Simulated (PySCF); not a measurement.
## Correlation energy of Fe²⁴⁺ (iron, charge +24)

1s2, closed-shell 1S. Calculation: PySCF 2.14, in an uncontracted even-tempered set (17 s from 26 bohr⁻², ratio 2.2; 7 p from 40 bohr⁻², ratio 2.4; 4 d from 120 bohr⁻², ratio 2.4; 3 f from 180 bohr⁻², ratio 2.4; 3 g from 270 bohr⁻², ratio 2.4); scalar relativity by spin-free X2C-1e. Frozen: nothing; 2 electrons correlated; the 9 highest virtual orbitals of each spin left out.

With two correlated electrons CCSD is exact within the correlated space (frozen core and kept virtual orbitals).

```tsv
level	correlation energy (mhartree)
CCSD	-48.55
```

Diagnostics: T1 = 4.9e-06, D1 = 0.0000, largest double amplitude 0.001.

Question: Is a single reference adequate?

Answer: Yes, within this model without spin-orbit coupling: T1 lies below 0.03 and no double amplitude reaches 0.07.
